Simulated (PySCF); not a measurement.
A calculated (r2SCANh, PySCF 2.14, x2c-TZVPPall with one added diffuse shell each of s, p, d, f type, scalar relativity by spin-free X2C-1e) atom or ion has these occupied shells.

```
shell  electrons  orbital energy (eV)  rms radius, mean of both spins (bohr)
 1s β          1             -78302.0                                 0.0194
 1s α          1             -78302.0                                 0.0194
 2s α          1             -13803.9                                 0.0782
 2s β          1             -13803.6                                 0.0782
 2p α          3             -12012.8                                 0.0716
 2p β          3             -12012.6                                 0.0716
 3s α          1              -3269.2                                  0.200
 3s β          1              -3269.2                                  0.200
 3p α          3              -2742.0                                  0.202
 3p β          3              -2741.9                                  0.202
 3d α          5              -2145.5                                  0.184
 3d β          5              -2145.4                                  0.184
 4s α          1              -721.11                                  0.441
 4s β          1              -720.96                                  0.441
 4p α          3              -546.17                                  0.470
 4p β          3              -546.03                                  0.470
 4d α          5              -326.32                                  0.503
 4d β          5              -326.14                                  0.503
 5s α          1              -117.38                                   1.01
 5s β          1              -115.89                                   1.01
 4f α          7              -85.003                                  0.570
 4f β          7              -84.752                                  0.570
 5p α          3              -71.240                                   1.17
 5p β          3              -69.309                                   1.17
 5d α          5              -18.004                                   1.72
 5d β          3              -17.249                                   1.72
 6s β          1              -14.508                                   2.84
```

**Question.** Name the element and its charge.

**Answer.** Pt⁺ (platinum, charge +1), in [Xe] 4f14 5d8 6s1, 6s spin antiparallel (an excited configuration).
